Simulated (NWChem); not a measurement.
System: Si$_{2}$NH$_{6}$ cation

NWChem input:

```
start job
memory heap 200 mb stack 900 mb global 1100 mb
charge 1
geometry units angstroms noautoz
  Si    -0.139598     1.592313     0.000301
  N      0.611492     0.122755    -0.000829
  Si    -0.113768    -1.561324    -0.001299
  H     -1.613729     1.610917     0.000310
  H      0.684151     2.816230     0.001418
  H      1.636075     0.141398    -0.001213
  H      0.362300    -2.212124    -1.245216
  H     -1.575197    -1.301118     0.009828
  H      0.380456    -2.219370     1.231628
end
basis spherical
  * library def2-svp
end
dft
  xc m06-l
  iterations 150
  mulliken
end
task dft energy
```

Excerpt of the output:

```
             Northwest Computational Chemistry Package (NWChem) 7.3.0
             --------------------------------------------------------

 C1  symmetry detected

                             Geometry "geometry" -> ""
                             -------------------------

 Output coordinates in angstroms (scale by  1.889725989 to convert to a.u.)

  No.       Tag          Charge          X              Y              Z
 ---- ---------------- ---------- -------------- -------------- --------------
    1 Si                  14.0000    -0.15158364     1.58943761     0.00000058
    2 N                    7.0000     0.59688993     0.11854487    -0.00018564
    3 Si                  14.0000    -0.13136608    -1.56424077     0.00004325
    4 H                    1.0000    -1.62567915     1.61066503    -0.00035574
    5 H                    1.0000     0.67434207     2.81188710     0.00068123
    6 H                    1.0000     1.62150455     0.13536423    -0.00033211
    7 H                    1.0000     0.34384184    -2.21653289    -1.24342098
    8 H                    1.0000    -1.59233229    -1.30142859     0.01068263
    9 H                    1.0000     0.36138961    -2.22252488     1.23343076

 Effective nuclear repulsion energy (a.u.)     146.6347267046

                                 NWChem DFT Module
                                 -----------------

 Summary of "ao basis" -> "ao basis" (spherical)
 ------------------------------------------------------------------------------
       Tag                 Description            Shells   Functions and Types
 ---------------- ------------------------------  ------  ---------------------
 Si                         def2-svp                 8       18   4s3p1d
 N                          def2-svp                 6       14   3s2p1d
 H                          def2-svp                 3        5   2s1p

            General Information
            -------------------
          SCF calculation type: DFT
          Wavefunction type:  closed shell.
          No. of atoms     :     9
          No. of electrons :    40
           Alpha electrons :    20
            Beta electrons :    20
          Charge           :     1
          Spin multiplicity:     1
          Use of symmetry is: off; symmetry adaption is: off
          Maximum number of iterations: 150
          AO basis - number of functions:    80
                     number of shells:    40
          Convergence on energy requested:  1.00D-06
          Convergence on density requested:  1.00D-05
          Convergence on gradient requested:  5.00D-04

              XC Information
              --------------
                        M06-L Method XC Functional
                         M06-L Exchange Functional  1.000
                       M06-L Correlation Potential  1.000

             Grid Information
             ----------------
          Grid used for XC integration:  medium
          Radial quadrature: Mura-Knowles
          Angular quadrature: Lebedev.
          Tag              B.-S. Rad. Rad. Pts. Rad. Cut. Ang. Pts.
          ---              ---------- --------- --------- ---------
          Si                  1.10       88          11.0       590
          N                   0.65       49           8.0       434
          H                   0.35       45          12.0       434
          Grid pruning is: on
          Number of quadrature shells:   495
          Spatial weights used:  Erf1

      Superposition of Atomic Density Guess
      -------------------------------------

 Sum of atomic energies:        -634.71694431

 Renormalizing density from      41.00 to     40

      Non-variational initial energy
      ------------------------------

 Total energy =    -625.964371
 1-e energy   =   -1140.593766
 2-e energy   =     367.994668
 HOMO         =      -0.644251
 LUMO         =      -0.316641

     ---------------------------------------------
      Total Density - Mulliken Population Analysis
     ---------------------------------------------

    Atom       Charge   Shell Charges
 -----------   ------   -------------------------------------------------------
    1 Si  14    13.13   2.00  2.00  1.16  0.19  5.97  1.00  0.66  0.17
    2 N    7     7.99   1.99  1.11  0.43  2.82  1.64  0.01
    3 Si  14    13.69   2.00  2.00  1.16  0.16  5.97  1.29  0.93  0.17
    4 H    1     0.88   0.63  0.24  0.01
    5 H    1     0.86   0.62  0.23  0.01
    6 H    1     0.63   0.53  0.06  0.04
    7 H    1     0.93   0.66  0.26  0.01
    8 H    1     0.96   0.66  0.28  0.01
    9 H    1     0.93   0.66  0.26  0.01

   convergence    iter        energy       DeltaE   RMS-Dens  Diis-err
 ---------------- ----- ----------------- --------- --------- ---------
 d= 0,ls=0.0,diis     1   -636.7295653267 -7.83D+02  2.31D-02  1.22D+00
 d= 0,ls=0.0,diis     2   -636.0627218395  6.67D-01  1.96D-02  5.06D+00
 d= 0,ls=0.0,diis     3   -636.8297173612 -7.67D-01  4.32D-03  2.25D-01
 d= 0,ls=0.0,diis     4   -636.8585524213 -2.88D-02  1.35D-03  9.06D-03
 d= 0,ls=0.0,diis     5   -636.8534315480  5.12D-03  8.20D-04  1.90D-03
  Resetting Diis
 d= 0,ls=0.0,diis     6   -636.8539041995 -4.73D-04  6.42D-04  2.75D-04
 d= 0,ls=0.0,diis     7   -636.8539779795 -7.38D-05  1.29D-04  3.06D-05
 d= 0,ls=0.0,diis     8   -636.8539702285  7.75D-06  7.52D-05  9.97D-05
 d= 0,ls=0.0,diis     9   -636.8539825775 -1.23D-05  2.12D-05  3.79D-06
 d= 0,ls=0.0,diis    10   -636.8539830626 -4.85D-07  5.44D-06  2.50D-07

         Total DFT energy =     -636.853983062589
      One electron energy =    -1162.709580290565
           Coulomb energy =      429.951124789670
    Exchange-Corr. energy =      -50.730254266270
 Nuclear repulsion energy =      146.634726704576

 Numeric. integr. density =       39.999976945436

                       DFT Final Molecular Orbital Analysis
                       ------------------------------------

 Vector   18  Occ=2.000000D+00  E=-5.324459D-01
              MO Center=  3.7D-01, -4.8D-01, -3.4D-03, r^2= 2.6D+00
   Bfn.  Coefficient  Atom+Function         Bfn.  Coefficient  Atom+Function
  ----- ------------  ---------------      ----- ------------  ---------------
    24      0.415347  2 N  pz                27     -0.325431  2 N  pz
    42     -0.210576  3 Si pz                66      0.182773  7 H  s
    76     -0.181081  9 H  s                 45     -0.158835  3 Si pz
    10     -0.150694  1 Si pz                39      0.120088  3 Si pz
    13     -0.104299  1 Si pz                 7      0.079249  1 Si pz

 Vector   19  Occ=2.000000D+00  E=-4.959823D-01
              MO Center= -6.2D-01, -1.5D+00,  1.1D-02, r^2= 2.4D+00
   Bfn.  Coefficient  Atom+Function         Bfn.  Coefficient  Atom+Function
  ----- ------------  ---------------      ----- ------------  ---------------
    71      0.387761  8 H  s                 40     -0.277123  3 Si px
    76     -0.201650  9 H  s                 66     -0.196547  7 H  s
    43     -0.194397  3 Si px                72      0.174886  8 H  s
    37      0.154870  3 Si px                41      0.135684  3 Si py
    44      0.104949  3 Si py                61      0.078995  6 H  s

 Vector   20  Occ=2.000000D+00  E=-4.723640D-01
              MO Center=  2.8D-01, -1.2D+00, -7.2D-03, r^2= 3.4D+00
   Bfn.  Coefficient  Atom+Function         Bfn.  Coefficient  Atom+Function
  ----- ------------  ---------------      ----- ------------  ---------------
    24      0.310666  2 N  pz                66     -0.293865  7 H  s
    76      0.291473  9 H  s                 27     -0.257704  2 N  pz
    42      0.239571  3 Si pz                45      0.165721  3 Si pz
    10     -0.162123  1 Si pz                13     -0.144706  1 Si pz
    39     -0.130857  3 Si pz                67     -0.130572  7 H  s

 Vector   21  Occ=0.000000D+00  E=-3.067879D-01
              MO Center= -9.0D-02,  1.4D+00, -3.1D-04, r^2= 2.7D+00
   Bfn.  Coefficient  Atom+Function         Bfn.  Coefficient  Atom+Function
  ----- ------------  ---------------      ----- ------------  ---------------
    13      0.617998  1 Si pz                10      0.481045  1 Si pz
    27     -0.304622  2 N  pz                24      0.288551  2 N  pz
     7     -0.225137  1 Si pz                45     -0.085342  3 Si pz
    67     -0.083491  7 H  s                 77      0.082584  9 H  s
    15      0.067896  1 Si d -1              66     -0.052740  7 H  s

 Vector   22  Occ=0.000000D+00  E=-2.104876D-01
              MO Center= -1.4D-01,  1.4D+00,  1.8D-04, r^2= 4.1D+00
   Bfn.  Coefficient  Atom+Function         Bfn.  Coefficient  Atom+Function
  ----- ------------  ---------------      ----- ------------  ---------------
     4      1.169274  1 Si s                 57     -0.672478  5 H  s
    52     -0.658475  4 H  s                  3      0.571466  1 Si s
    21     -0.573935  2 N  s                 56     -0.297313  5 H  s
    51     -0.288741  4 H  s                  2      0.286513  1 Si s
    20     -0.231532  2 N  s                 43      0.189445  3 Si px

 Vector   23  Occ=0.000000D+00  E=-1.872521D-01
              MO Center= -1.6D-01,  8.3D-01, -1.8D-04, r^2= 5.8D+00
   Bfn.  Coefficient  Atom+Function         Bfn.  Coefficient  Atom+Function
  ----- ------------  ---------------      ----- ------------  ---------------
    21      0.840591  2 N  s                 12      0.821650  1 Si py
    57     -0.556890  5 H  s                 52     -0.510023  4 H  s
    44     -0.399249  3 Si py                11     -0.387990  1 Si px
     4      0.299084  1 Si s                  3      0.276229  1 Si s
    62     -0.254079  6 H  s                 43     -0.244412  3 Si px

     ---------------------------------------------
      Total Density - Mulliken Population Analysis
     ---------------------------------------------

[...]
```

Level: M06-L/def2-SVP. The geometry was optimised at PBE0/def2-SVP.
